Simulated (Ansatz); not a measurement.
Consider the formal exchange of groups at the Si–I bond: `CS[SiH2]I` + `CC` → `CC[SiH2]SC` + HI.

Computed with Ansatz on PBE0-D4/def2-TZVP structures; ΔE is electronic, products minus reactants. CCSD(T)/CBS adds triple-zeta CCSD(T) − MP2 to the extrapolated MP2 energy (def2 sets, frozen cores). This one scheme is used for every species. Functionals use def2-TZVPP. B3LYP here is the variant with VWN-RPA as its local correlation; programs differ in this. def2 core potentials past Kr. For I outer-core shells are correlated without core-valence functions, which leaves a few kJ/mol of doubt a bond. One conformer a species, not always the lowest.

`CS[SiH2]I`:

Z-matrix (Å, degrees):
```
C
S 1 1.815
H 1 1.089 2 106.5
H 1 1.090 2 111.1 3 -118.8
H 1 1.090 2 110.6 3 118.6
Si 2 2.109 1 99.9 3 178.6
I 6 2.451 2 112.6 1 62.7
H 6 1.479 2 106.7 1 -178.1
H 6 1.483 2 111.5 1 -55.5
```

`CC`:

```xyz
8

C    -0.409    0.361    0.528
C     0.409   -0.361   -0.528
H    -1.198   -0.280    0.929
H     0.214    0.679    1.367
H    -0.888    1.254    0.119
H     1.198    0.280   -0.929
H    -0.214   -0.679   -1.367
H     0.888   -1.254   -0.119
```

`CC[SiH2]SC`:

```xyz
15

C    -0.921   -1.169    1.427
C     0.336   -0.328    1.241
Si    1.159   -0.550   -0.429
S    -0.136   -0.090   -2.058
C    -0.402    1.679   -1.741
H    -1.376   -1.001    2.407
H    -0.701   -2.236    1.344
H    -1.669   -0.935    0.666
H     1.086   -0.572    2.003
H     0.114    0.737    1.376
H     1.541   -1.970   -0.646
H     2.372    0.315   -0.498
H     0.546    2.216   -1.696
H    -0.986    2.066   -2.575
H    -0.962    1.837   -0.819
```

HI:

```xyz
2

I    -0.406   -0.596    0.358
H     0.406    0.596   -0.358
```

| level | ΔE (kJ/mol) |
| --- | --- |
| ωB97M-V | 93.5 |
| B3LYP | 99.1 |

Task: What does CCSD(T)/CBS give? (Best estimate.)

Result: Computed: +99.5 kJ/mol. The listed levels differ from it by -6.0, -0.4 kJ/mol.

Largest T1 diagnostic among the species: 0.010.

In def2-TZVPP, CCSD(T) changes the Hartree–Fock value by −13.8 kJ/mol (the triples alone add −0.2 kJ/mol) and MP2 by −4.6 kJ/mol.
